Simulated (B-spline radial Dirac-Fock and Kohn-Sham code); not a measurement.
## Successive ionisation energies of titanium: Dirac-Fock against NIST

Calculated with a radial finite-basis atomic code, using ΔSCF Dirac-Fock with Breit, self-energy and vacuum polarisation, finite nucleus, configuration average. Each value is the difference of the configuration-average energies of two neighbouring ions in their tabulated ground configurations. Correlation and solid-state effects are left out. NIST's values refer to the lowest levels; many for high charge states are themselves semi-empirical or theoretical. Where a p, d or f shell is open in either ion the computed value averages over both j values and all terms, while the table refers to the lowest levels; that difference holds spin-orbit splitting (largest in heavy or highly charged ions), term energies where several electrons share open shells, and correlation, and it can reach 10 % or more.

```
  ion  configuration  computed (eV)        NIST (eV)            kind  NIST − computed (eV)
   Ti   [Ar] 3d2 4s2           5.84          6.82812        measured                 +0.99
  Ti⁺   [Ar] 3d2 4s1          12.72          13.5755        measured                 +0.86
 Ti²⁺       [Ar] 3d2          25.52         27.49171        measured                 +1.98
 Ti³⁺       [Ar] 3d1          42.21         43.26717        measured                 +1.06
 Ti⁴⁺   [Ne] 3s2 3p6          98.30   99.299 ± 0.012        measured                 +1.00
 Ti⁵⁺   [Ne] 3s2 3p5          119.6  119.533 ± 0.025  semi-empirical                 -0.09
 Ti⁶⁺   [Ne] 3s2 3p4          142.0    140.68 ± 0.18  semi-empirical                 -1.31
 Ti⁷⁺   [Ne] 3s2 3p3          165.4      170.5 ± 0.4  semi-empirical                 +5.15
 Ti⁸⁺   [Ne] 3s2 3p2          189.7      192.1 ± 0.4  semi-empirical                 +2.40
 Ti⁹⁺   [Ne] 3s2 3p1          215.0    215.92 ± 0.12        measured                 +0.92
Ti¹⁰⁺       [Ne] 3s2          262.6    265.07 ± 0.06  semi-empirical                 +2.43
Ti¹¹⁺       [Ne] 3s1          290.9            291.5  semi-empirical                 +0.60
```

Question: Where in this range is the largest relative jump, and why?

Answer: From Ti³⁺ (42.21 eV) to Ti⁴⁺ (98.30 eV), a factor of 2.33. The configuration goes from [Ar] 3d1 to [Ne] 3s2 3p6, so the next electron comes out of a deeper subshell.
